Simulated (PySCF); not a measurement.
UHF on Sr³⁶⁺ (strontium, charge +36)

Configuration: 1s2, closed-shell 1S. All numbers are calculated (PySCF 2.14, scalar relativity by spin-free X2C-1e, in an even-tempered Gaussian basis (17 s from 56 bohr⁻², ratio 2.2; 7 p from 85 bohr⁻², ratio 2.4; 4 d from 260 bohr⁻², ratio 2.4; 3 f from 380 bohr⁻², ratio 2.4; 3 g from 580 bohr⁻², ratio 2.4)).

- Total energy: -1448.155395 hartree
- One-electron energy: -1472.7221 hartree
- Hartree (Coulomb) energy: 49.1334 hartree
- Exchange energy: -24.5667 hartree
- ⟨S²⟩: 0.0000
- ⟨L²⟩: 0.000
- Sum of ⟨r⟩: 0.07677 bohr
- Sum of ⟨r²⟩: 0.003982 bohr²

```
shell  electrons  mean orbital energy (eV)  rms radius, mean of both spins (bohr)
   1s          2                  -19368.9                                 0.0446
```

Densities and radii are taken from the X2C orbitals without a picture-change correction, which distorts them close to the nucleus.
